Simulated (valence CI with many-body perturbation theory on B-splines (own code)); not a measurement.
Results of a calculation; reference values are marked as such.
## I22+: input, log and results

Method: configuration interaction combined with many-body perturbation theory (CI+MBPT): three valence electrons over a frozen Dirac-Fock core [Ar] 3d10, radial functions for each j: 6 s, 6 p, 5 d, 3 f, 1 g, with the one-electron correlation potential Σ1 (screened to all orders), the two-electron term Σ2, the three-electron term Σ3, Breit, model QED; selected single and double excitations, second order for the rest, scaled by the run's own slope (own B-spline code, finite nucleus).

Command, and the settings that its task file holds:

```sh
python run_cv.py task.json out
```

```
atom I  Z=53  mass_number=127  rms_radius_fm=4.7500
core [Ar] 3d10
valence 4s2 4p1
avg = 1
basis = S
breit = 1
cap = 10000
capref = 1200
cscale = 1
de = -10.417
dress = 0
eps = 2e-08
extrap = 1
h = 0.27
hh = 1
l2 = 3
lcore = 6
maxit = 60
n2 = 5
natural = 1
nlev = 21
nno = [3, 3, 3, 2, 1]
nroot = 26
nsp = [3, 3, 2, 1, 0]
pt2 = 1
qed = 1
rpa = 1
s1 = 1
s2 = 1
s3 = 1
screen = 1
tol = 2e-05
whole = 1
```

It took 15 s on 1 thread of AMD EPYC 9R45 96-Core Processor (Zen 5) (shared host).

Log. The first blocks belong to the next ion, which gives the ionisation energy. Fields: 2J, parity (1 odd), roots, reference size, generating configurations, candidates as configurations/state functions, variational space P, stored matrix elements, Davidson steps; e2 is the range of second-order energies in hartree. The first line gives the box (bohr), its intervals, the orbitals and the steps of their self-consistent field. Window is the range of levels sought, series limit the energy at which the first omitted orbital would enter, core excitation an estimate of the first excitation out of the core, left out the lowest levels not solved, and shifts from estimates the range by which levels moved from their first estimate, all in cm⁻¹.

```
rmax 5.0 intervals 59 orbitals 36 references ['4s2 4p', '4s 4p2', '4s2 4d', '4p3', '4s 4p 4d'] scf 4 t 0.6
2J=0 par=0 roots 2 ref 15 generators 4 cand 92/92 P 107/107 nnz 0 it 0
   second order: generators 8 cand 0/0 e2 -0.00000 -0.00000
reference levels 438, estimated 52, window 1210780 1/cm; series limit 3041740, core excitation 4666928
2J=1 par=1 roots 4 ref 33 generators 10 cand 30/43 P 962/1405 nnz 0 it 3
2J=1 par=1 roots 4 ref 33 generators 15 cand 160/261 P 1122/1666 nnz 0 it 4
   second order: generators 20 cand 543/827 e2 -0.00000 -0.00000
2J=3 par=1 roots 7 ref 53 generators 15 cand 35/54 P 1115/2225 nnz 0 it 4
2J=3 par=1 roots 7 ref 53 generators 20 cand 184/454 P 1299/2679 nnz 1.2e+06 it 4
   second order: generators 30 cand 1025/2269 e2 -0.00001 -0.00000
2J=1 par=0 roots 4 ref 35 generators 11 cand 132/197 P 874/1279 nnz 0 it 0
2J=1 par=0 roots 4 ref 35 generators 16 cand 198/291 P 1072/1570 nnz 0 it 4
   second order: generators 20 cand 646/1001 e2 -0.00001 -0.00000
2J=3 par=0 roots 5 ref 55 generators 13 cand 107/219 P 1078/2179 nnz 0 it 4
2J=3 par=0 roots 5 ref 55 generators 20 cand 184/367 P 1262/2546 nnz 1e+06 it 4
   second order: generators 23 cand 749/1742 e2 -0.00001 -0.00000
2J=5 par=0 roots 4 ref 57 generators 14 cand 117/280 P 1068/2269 nnz 0 it 3
2J=5 par=0 roots 4 ref 57 generators 17 cand 170/404 P 1238/2673 nnz 1.1e+06 it 4
   second order: generators 23 cand 813/2201 e2 -0.00001 -0.00000
2J=5 par=1 roots 5 ref 49 generators 10 cand 91/242 P 1214/2711 nnz 1.1e+06 it 3
2J=5 par=1 roots 5 ref 49 generators 18 cand 117/313 P 1331/3024 nnz 1.4e+06 it 4
   second order: generators 27 cand 906/2340 e2 -0.00000 -0.00000
2J=7 par=1 roots 2 ref 36 generators 4 cand 20/36 P 982/2113 nnz 0 it 2
2J=7 par=1 roots 2 ref 36 generators 15 cand 184/504 P 1166/2617 nnz 1.1e+06 it 3
   second order: generators 17 cand 519/1397 e2 -0.00000 -0.00000
2J=9 par=1 roots 1 ref 19 generators 1 cand 159/309 P 464/881 nnz 0 it 0
2J=9 par=1 roots 1 ref 19 generators 4 cand 203/470 P 667/1351 nnz 0 it 4
   second order: generators 8 cand 696/1665 e2 -0.00000 -0.00000
left out: unestimated 1765813, estimated 1301225, shifts from estimates -1 to 0
operators 1.4
```

The Davidson iterations converged.

No measured levels were compared; by estimate levels hold to about 250 cm⁻¹ or 0.2 % of their energy and the worst to 1 %, as in measured heavy ions of charge 2 to 7; those with d or f electrons hold less well.

```
Valence energy                            : -82.68784 hartree
Ionisation energy                         : 684.59 eV (NIST: 683 ± 4 eV (theoretical))
Reference configurations for the orbitals : 4s2 4p, 4s 4p2, 4s2 4d, 4p3, 4s 4p 4d
Radial orbitals                           : 36
Box radius                                : 4.983 bohr
Largest variational space                 : 3024
Lowest levels                             : (4s^2 4p1/2) J=1/2 0, (4s^2 4p3/2) J=3/2 124940, (4s 4p1/2^2) J=1/2 380970, (4s 4p1/2 4p3/2) J=3/2 [a] 462210, (4s 4p1/2 4p3/2) J=5/2 495240, (4s 4p1/2 4p3/2) J=3/2 [b] 551650, (4s 4p1/2 4p3/2) J=1/2 583630, (4s 4p3/2^2) J=5/2 615720, (4s 4p3/2^2) J=1/2 708550, (4s 4p3/2^2) J=3/2 716230, (4s^2 4d3/2) J=3/2 837000, (4s^2 4d5/2) J=5/2 859130, (4p1/2^2 4p3/2) J=3/2 959440, (4p1/2 4p3/2^2) J=3/2 1052500 cm⁻¹
```

Levels are named by their leading jj configuration (3d3/2^4 stands for four electrons in 3d with j = 3/2), which in mixed levels can hold well under half, so a name can repeat and another be missing. Letters in brackets count levels of one name in rising energy.
